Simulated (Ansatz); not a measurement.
`CB[SiH](C)F` + `FC([SiH3])[SiH2][SiH3]` → `C[SiH](F)B[SiH3]` + `CC(F)[SiH2][SiH3]`  (redistribution)

Program: Ansatz. Geometries: PBE0-D4/def2-TZVP. ΔE: electronic, gas phase. CBS: MP2 limit from def2 TZ/QZ plus the TZ coupled-cluster correction, frozen cores. Functionals use def2-TZVPP. B3LYP here is the variant with VWN-RPA as its local correlation; programs differ in this. One conformer a species, not always the lowest.

**Question.** Is it downhill or uphill in electronic energy at CCSD(T)/CBS, and by how much? (An estimate is asked.)

**Answer.** Computed: Uphill: ΔE = +0.32 eV.

**Question.** What do these levels give: r2SCAN-D4, B3LYP-D4, ωB97X-V, B2PLYP, HF/def2-QZVPP, MP2/CBS(def2)? (Best estimate.)

**Answer.** Computed: r2SCAN-D4 0.32, B3LYP-D4 0.35, ωB97X-V 0.32, B2PLYP 0.33, HF/def2-QZVPP 0.27, MP2/CBS(def2) 0.39 eV.

Largest T1 diagnostic among the species: 0.013.

In def2-TZVPP, CCSD(T) changes the Hartree–Fock value by +0.03 eV (the triples alone add +0.01 eV) and MP2 by +0.10 eV. The D4 term adds +0.04 eV with B3LYP and +0.02 eV with PBE0; it sums over pairs of atoms, weighted by their polarisabilities, and B3LYP, whose exchange is more repulsive, gets the larger term.
